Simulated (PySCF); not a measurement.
Si(F)2(H)(SH) (F2H2SSi), SMILES F[SiH](F)S.

The structure is a stationary point at PBE0-D3(BJ)/def2-SVP. Other conformers were not sampled.

Level of theory: PySCF with TDA-M06-2X/def2-SVPD.

Vertical excitations. Gas-phase values at a fixed geometry.

```tsv
state	energy (eV)	λ (nm)	f	main pairs
S1	6.32	196	0.003	HOMO→LUMO 43 %, HOMO→LUMO+1 32 %, HOMO→LUMO+3 7 %
S2	6.99	177	0.050	HOMO→LUMO+1 50 %, HOMO→LUMO 41 %
S3	7.39	168	0.023	HOMO→LUMO+2 71 %
S4	8.11	153	0.016	HOMO→LUMO+3 37 %, HOMO−1→LUMO+1 19 %, HOMO→LUMO+8 8 %, HOMO→LUMO+4 8 %
S5	8.45	147	0.006	HOMO→LUMO+4 60 %, HOMO→LUMO+2 13 %, HOMO→LUMO+5 10 %
S6	8.48	146	0.008	HOMO−1→LUMO 74 %, HOMO→LUMO+3 12 %
S7	8.71	142	0.102	HOMO→LUMO+5 62 %
S8	8.83	140	0.052	HOMO−1→LUMO+2 40 %, HOMO−1→LUMO+1 23 %, HOMO→LUMO+3 9 %
S9	8.96	138	0.018	HOMO→LUMO+6 67 %
S10	9.14	136	0.197	HOMO→LUMO+7 21 %, HOMO−1→LUMO+1 20 %, HOMO−1→LUMO+2 13 %, HOMO→LUMO+3 12 %
T1	5.98	207	0	HOMO→LUMO 47 %, HOMO→LUMO+1 24 %, HOMO→LUMO+6 8 %
T2	6.66	186	0	HOMO→LUMO+1 49 %, HOMO→LUMO 33 %
T3	7.17	173	0	HOMO→LUMO+2 68 %
T4	7.56	164	0	HOMO−1→LUMO+1 25 %, HOMO→LUMO+3 23 %, HOMO→LUMO+8 9 %, HOMO→LUMO+4 7 %
```
Triplets are in the Tamm–Dancoff approximation.
